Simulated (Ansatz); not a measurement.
Ideal-gas functions of C$_{2}$H$_{4}$BCl (`ClC1BC1`) at 800 K and 1 bar, from an Ansatz frequency run at PBE0-D4/def2-TZVP.

Molar mass 74.32 g/mol, point group C1 (symmetry number 1), electronic degeneracy 1, moments of inertia 29.5, 125.416, 135.52 u Å². Harmonic wavenumbers (cm⁻¹, unscaled): 140, 283, 458, 653, 668, 789, 894, 946, 972, 1009, 1070, 1189, 1273, 1387, 2751, 3120, 3186, 3198.

Use S(trans) = R[1.5 ln M + 2.5 ln T − 1.1517]; rotational temperatures θ = 24.2544 K / I; S(rot) = R[ln(√π/σ · √(T³/θAθBθC)) + 1.5]; for each mode x = 1.438777 ν̃/T, S = R[x/(eˣ − 1) − ln(1 − e⁻ˣ)] and H = RT x/(eˣ − 1); 1 cm⁻¹ = 0.0119627 kJ/mol; R = 8.31446 J/(mol·K).

Q: By hand: the entropy, in J/(mol·K).

A: Translation 183.1. Rotation: θ = 0.8222, 0.1934, 0.179 K, giving 115.4. Vibration, mode by mode: 19.80, 14.02, 10.16, 7.44, 7.27, 6.07, 5.21, 4.83, 4.65, 4.41, 4.05, 3.42, 3.03, 2.58, 0.35, 0.20, 0.18, 0.18, in all 97.9. Electronic 0.0. Sum 396.4 J/(mol·K).

Q: By hand: H − E and G − E in kJ/mol, counted from the electronic energy.

A: Zero-point energy ½ × 23986 × 0.0119627 = 143.5; thermal vibration 43.1; translation, rotation and pV give 4 RT = 26.6. H − E = 213.2 kJ/mol, and G − E = 213.2 − 800 × 396.4/1000 = -103.9 kJ/mol.

Vibration gives 25 % of the entropy, 19.8 J/(mol·K) of it from the mode under 150 cm⁻¹: soft modes count most, and the harmonic formula is weakest for them. The sum counts one conformer and one mirror image; others add a mixing term.
